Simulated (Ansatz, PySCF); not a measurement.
Process, species as SMILES: C[SiH](C)OC=O + 6 [H][H] (H2) -> 3 C (CH4) + 2 O (H2O) + [SiH4] (SiH4)
Structures are relaxed separately at B3LYP-D3(BJ)/def2-TZVP in Ansatz (an electronic-structure program), one conformer each, not searched for the lowest.

Property: energy of full hydrogenation (0 K, with B3LYP-D3(BJ) harmonic zero-point energies from PySCF), in kcal/mol. Cores are frozen in the correlated levels unless marked. Spin-orbit coupling is left out. Non-relativistic. CBS marks a two-point X^-3 extrapolation of the correlation energy; Hartree-Fock from the larger set.

| level | program | energy of full hydrogenation (kcal/mol) |
|---|---|---|
| PBE-D4/def2-TZVPD | Ansatz + dftd4 | -19.8 |
| revPBE-D4/def2-TZVPD | Ansatz + dftd4 | … |
| r2SCAN/def2-TZVPD | Ansatz | -18.8 |
| B97M-V/def2-TZVPD | Ansatz | … |
| PBE0/STO-3G | Ansatz | 3.6 |
| PBE0/6-31G* | Ansatz | -16.8 |
| PBE0/def2-SVP | Ansatz | … |
| PBE0-D3(BJ)/def2-TZVP | Ansatz + dftd3 | … |
| PBE0-D3(BJ)/def2-TZVPD | Ansatz + dftd3 | -27.0 |
| PBE0/def2-TZVPD | Ansatz | -30.5 |
| BHLYP-D3(BJ)/def2-TZVPD | Ansatz + dftd3 | -27.8 |
| r2SCANh/def2-TZVPD | Ansatz | -21.6 |
| B2GP-PLYP-D3(BJ)/def2-TZVPD | Ansatz + dftd3 | -19.9 |
| CCSD/6-31G* | Ansatz | -3.3 |
| CCSD/cc-pV(Q+d)Z | Ansatz | -29.0 |
| CCSD(T)/CBS(cc-pV(T+d)Z,cc-pV(Q+d)Z) | Ansatz | -23.7 |

Problem. Fill in the missing entries.

Solution. 
- revPBE-D4/def2-TZVPD, energy of full hydrogenation (kcal/mol): -13.6
- B97M-V/def2-TZVPD, energy of full hydrogenation (kcal/mol): -25.3
- PBE0/def2-SVP, energy of full hydrogenation (kcal/mol): -26.1
- PBE0-D3(BJ)/def2-TZVP, energy of full hydrogenation (kcal/mol): -23.3
